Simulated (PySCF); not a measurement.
Potassium: a sound run and one with changed settings

Sound run: K [Ar] 4s1, K⁺ [Ar]. All numbers are calculated (PySCF 2.14, no relativity, point nucleus, in def2-SVP (5s3p2d, 24 functions)). The sound run starts from symmetry-adapted Hartree-Fock orbitals and uses a fine grid where one is needed.

Changed run: radial step 0.3 in ln r (0.13 in the sound run). This setting is unsound on purpose.

| species | method | sound run (hartree) | changed run (hartree) | converged |
| --- | --- | --- | --- | --- |
| K | UHF | -599.07743 | -599.07743 | yes |
| K | PBE0 | -599.66183 | -599.65937 | yes |
| K | B3LYP | -599.84729 | -599.84702 | yes |
| K⁺ | UHF | -598.93116 | -598.93116 | yes |
| K⁺ | PBE0 | -599.50152 | -599.49910 | yes |
| K⁺ | B3LYP | -599.68277 | -599.68258 | yes |

Ionisation energy of K:

```tsv
method	sound run (eV)	changed run (eV)
UHF	3.980	3.980
PBE0	4.362	4.361
B3LYP	4.477	4.475
```

A coarse radial grid mis-integrates the density and the exchange-correlation energy, with errors of either sign; Hartree-Fock needs no grid.

For comparison, NIST gives 4.341 eV between the lowest levels.
